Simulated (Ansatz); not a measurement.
`O[SiH](F)[SiH2]F` + H–F → `F[SiH2][SiH](F)F` + H₂O at 500 K and 1 bar (ligand exchange at the Si–O bond).

Isolated molecules relaxed with PBE0-D4/def2-TZVP in Ansatz; ΔE leaves out vibrations. CBS: MP2 limit from def2 TZ/QZ plus the TZ coupled-cluster correction, frozen cores. This one scheme is used for every species. One conformer a species, not always the lowest.

| species | CCSD(T)/CBS energy (Eh) | H − E (kJ/mol) | S (J/(mol·K)) |
| --- | --- | --- | --- |
| `O[SiH](F)[SiH2]F` | -855.49429 | 170.3 | 428.9 |
| H–F | -100.39570 | 39.4 | 188.7 |
| `F[SiH2][SiH](F)F` | -879.52477 | 136.6 | 415.2 |
| H₂O | -76.37941 | 73.2 | 206.3 |

H − E and S are ideal-gas, rigid-rotor, harmonic terms from PBE0-D4/def2-TZVP, for one conformer and one mirror image of each species. 1 Eh = 2625.50 kJ/mol, R = 8.31446 J/(mol·K).

Task: By hand: ΔE, ΔH, ΔS and ΔG.

Result: ΔE = (-879.52477) + (-76.37941) − (-855.49429) − (-100.39570) = -0.01419 Eh = -37.3 kJ/mol. Δ(H − E) = 136.6 + 73.2 − 170.3 − 39.4 = 0.1, so ΔH = -37.2 kJ/mol. ΔS = 415.2 + 206.3 − 428.9 − 188.7 = 3.9 J/(mol·K). ΔG = -37.2 − 500 × (3.9)/1000 = -39.2 kJ/mol.

Task: By hand: the equilibrium constant, and the temperature at which ΔG would vanish if ΔH and ΔS stayed fixed.

Result: log₁₀ K = −ΔG/(RT ln 10) = 4.1. ΔH and −TΔS have one sign here, so there is no such temperature.

The number of gas molecules stays the same, so ΔS is small and ΔH decides. A doubt of 5 kJ/mol in ΔE shifts log₁₀ K by 0.5 here. Other conformers and mirror images would add mixing entropy, several J/(mol·K) or more a flexible species. Modes under 60 cm⁻¹, often nearly free rotors, make the harmonic entropy too high. These are equilibria of isolated gas molecules and say nothing of rates. Largest T1 diagnostic: 0.012 (customary marks: 0.02 for closed shells, 0.045 for open ones).

ΔS is within the doubt of such terms, so its sign, and with it that verdict, could turn.
